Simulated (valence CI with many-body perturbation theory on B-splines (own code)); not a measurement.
**S¹⁰⁺: key properties**

Level of theory: configuration interaction combined with many-body perturbation theory (CI+MBPT): four valence electrons over a frozen Dirac-Fock core [He], radial functions for each j: 11 s, 11 p, 10 d, 8 f, 5 g, 2 h, with the one-electron correlation potential Σ1, the two-electron term Σ2, the three-electron term Σ3, Breit, model QED; selected CI, second order for the rest, scaled by the run's own slope (own B-spline code, finite nucleus).

No measured spectrum was set against this ion. As an estimate, levels of excited configurations hold to 0.05 to 0.15 % of their energy, terms of the ground configuration to about 0.5 %. Among the levels kept, up to 880 cm⁻¹ of a level comes from second order outside the variational space, and about a tenth of that is noise between levels of different J, which matters for small intervals.

Rates and lifetimes use the calculated energies. Strong lines usually hold to 10 to 20 %, long lifetimes can be off by a factor of two.

Q: What is the ground level?

A: 2s2 2p2 3P_0, composition 98 % 2s2 2p2 3P.

Q: How well does LS coupling describe the low levels?

A: Among the lowest 20 levels the leading LS term, summed over configurations, holds 99 % on average. For single configurations the figures are 98 % in LS and 69 % in jj coupling. Terms hardly mix: every one of these levels is at least 95 % one term.

Q: Where does the other parity begin?

A: At 2s 2p3 5S°_2, 185.98 × 10³ cm⁻¹.

Q: Among levels below 3112.3 × 10³ cm⁻¹, which E1 lines absorb most strongly from the ground level?

A: to 2s2 2p 3d 3D°_1 at 3.924 nm, f = 1.12; to 2s 2p2 3p 3D°_1 at 3.774 nm, f = 0.196; to 2s 2p3 3S°_1 at 18.67 nm, f = 0.0766.

Q: How is the term 3P of the ground level split?

A: J = 0 at 0.00, J = 1 at 5.20, J = 2 at 12.38 × 10³ cm⁻¹.

Q: What is the ionisation energy?

A: 504.78 eV; NIST lists 504.55 ± 0.12 eV (semi-empirical).

Q: Name the longest-lived excited levels whose lifetime is computed, and their main decay.

A: 2s2 2p2 3P_1 at 5.20 × 10³ cm⁻¹ lives 396 ms, mostly by M1 to 2s2 2p2 3P_0; 2s2 2p2 3P_2 at 12.38 × 10³ cm⁻¹ lives 202 ms, mostly by M1 to 2s2 2p2 3P_1; 2s2 2p2 1D_2 at 67.33 × 10³ cm⁻¹ lives 8.64 ms, mostly by M1 to 2s2 2p2 3P_2.
